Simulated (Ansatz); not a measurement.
```yaml
crystal:
  periodic: [false, false, false]
  atoms:
    - {symbol: C, position_ang: [2.181459, 0.525380, 2.164062]}
    - {symbol: C, position_ang: [1.200033, 0.375019, 1.119418]}
    - {symbol: N, position_ang: [0.429391, 0.274307, 0.284729]}
    - {symbol: B, position_ang: [-0.633529, 0.169422, -0.894784]}
    - {symbol: C, position_ang: [-0.240151, -1.118705, -1.759571]}
    - {symbol: C, position_ang: [-2.081899, 0.160064, -0.213613]}
    - {symbol: Cl, position_ang: [-0.318056, 1.766591, -1.840063]}
    - {symbol: H, position_ang: [2.888576, -0.304874, 2.130229]}
    - {symbol: H, position_ang: [1.687589, 0.540359, 3.136866]}
    - {symbol: H, position_ang: [2.720522, 1.463452, 2.019537]}
    - {symbol: H, position_ang: [-0.337714, -2.045501, -1.183080]}
    - {symbol: H, position_ang: [-0.921748, -1.193825, -2.611190]}
    - {symbol: H, position_ang: [0.775822, -1.070005, -2.161075]}
    - {symbol: H, position_ang: [-2.841632, 0.139165, -0.999645]}
    - {symbol: H, position_ang: [-2.272490, 1.046506, 0.397672]}
    - {symbol: H, position_ang: [-2.236183, -0.727334, 0.410506]}
basis:
  gaussian: {orbitals: "6-311G**", nuclear_model: gaussian, point_charges: [{charge: 1.00, position_ang: [6.231, -0.602, -0.917]}]}
hamiltonian: {xc: {name: B2GP-PLYP}}
accuracy: high
output: {forces: true}
```

```sh
$ ansatz run in.yaml --threads 4 --pin off --events-out ev --progress --plain --max-ram 11315MiB
```

Task: How does Ansatz answer? (Best estimate.)

Result: Computed: The program refused the input.
```
Error: <dir> can't be read: No such file or directory (os error 2)
```
